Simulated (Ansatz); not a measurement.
`FB(O[SiH3])O[SiH3]` + `O[SiH3]` → `[SiH3]OB(O[SiH3])O[SiH3]` + H–F  (ligand exchange at a B–F bond)

Program: Ansatz. Geometries: PBE0-D4/def2-TZVP. ΔE: electronic, gas phase. CCSD(T)/CBS is the MP2 limit (def2-TZVPP, def2-QZVPP) plus CCSD(T) − MP2 in def2-TZVPP, frozen cores. This one scheme is used for every species. One conformer a species, not always the lowest.

```
                   species  HF/def2-QZVPP energy (Eh)
      `FB(O[SiH3])O[SiH3]`                 -855.65445
                 `O[SiH3]`                 -366.22391
`[SiH3]OB(O[SiH3])O[SiH3]`                -1121.80132
                       H–F                 -100.07004
```

Task: Work out ΔE.

Result: ΔE = (-1121.80132) + (-100.07004) − (-855.65445) − (-366.22391) = 0.00700 Eh = +18.4 kJ/mol. CCSD(T)/CBS gives +1.6 kJ/mol.

Task: What do rigid-rotor, harmonic-oscillator terms from PBE0-D4/def2-TZVP frequencies (298.15 K, 1 bar) make of the CCSD(T)/CBS value? (Best estimate.)

Result: The calculation gave: ΔZPE = -2.9 kJ/mol, ΔH = +1.2 kJ/mol, ΔS = -35 J/(mol·K), ΔG = +11.7 kJ/mol. Modes under 50 cm⁻¹ make the entropy rough.

Largest T1 diagnostic among the species: 0.012.

From BLYP to BHLYP (50 % exact exchange), in def2-TZVPP and without D4, ΔE moves by −6.4 kJ/mol. In def2-TZVPP, CCSD(T) changes the Hartree–Fock value by −15.6 kJ/mol (the triples alone add −2.3 kJ/mol) and MP2 by −17.2 kJ/mol. Leaving LDA and LC-ωPBE aside and taking each functional with its dispersion term where it has one, the values, not all of them listed here, spread over 10.7 kJ/mol, from revPBE-D4 to B2PLYP. LDA lies −8.4 kJ/mol from PBE without D4.
